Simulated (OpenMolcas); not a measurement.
Computed levels of 4d2 in ions with 38 electrons, in cm-1 above 3F2.

* Program: OpenMolcas
* Method: XMS-CASPT2, IPEA 0.25 Eh, imaginary shift 0.1 Eh
* Basis: ANO-RCC-VTZP
* Scalar Hamiltonian: DKH2, point nucleus
* Spin-orbit coupling: RASSI with atomic mean-field integrals over the reference wave functions, term energies averaged over their components

Active space for each ion: 2 electrons in 10 orbitals (4d 5d); closed shells correlated by CASPT2: 4s 4p.

| Level | Mo4+ | Ru6+ | Rh7+ |
| --- | --- | --- | --- |
| 3F3 | 1526 | 2730 | 3530 |
| 3F4 | 3260 | 5700 | 7250 |
| 1D2 | 10430 | 13790 | 15520 |
| 3P0 | 11680 | 14600 | 16120 |
| 3P1 | 12290 | 15770 | 17680 |
| 3P2 | 13770 | 18700 | 21530 |
| 1G4 | 16960 | 22000 | 24650 |
| 1S0 | 39000 | 49780 | 55050 |

Task: Estimate 3F4, 1D2, 3P0 for Tc5+ from its neighbours Mo4+ and Ru6+.

Result: 3F4 is fine structure, which grows about as the fourth power of a screened charge, so the fourth roots are averaged: ((3260^0.25 + 5700^0.25) / 2)^4 = 4353. The calculation gives 4400, so the estimate is off by -1.1 %.
1D2 is another term, which grows about linearly with the charge: (10430 + 13790) / 2 = 12110. The calculation gives 12170, so the estimate is off by -0.5 %.
3P0 is another term, which grows about linearly with the charge: (11680 + 14600) / 2 = 13140. The calculation gives 13220, so the estimate is off by -0.6 %.

Mixed levels, with the weight of the term that names them: Tc5+ 1D2 (75 %), Ru6+ 1D2 (70 %), Ru6+ 3P2 (72 %), Rh7+ 1D2 (66 %), Rh7+ 3P2 (69 %).

CASPT2 breaks the degeneracy within a term, and the mean is taken; among the terms shown or strongly mixed into the levels shown the widest spread is 1400 cm-1 (4d2 3F, Tc5+). Active for correlation alone: 5d; no level in the range computed is led by a configuration that fills it, so any true level of that kind is missing. Levels of configurations outside the active space are missing.
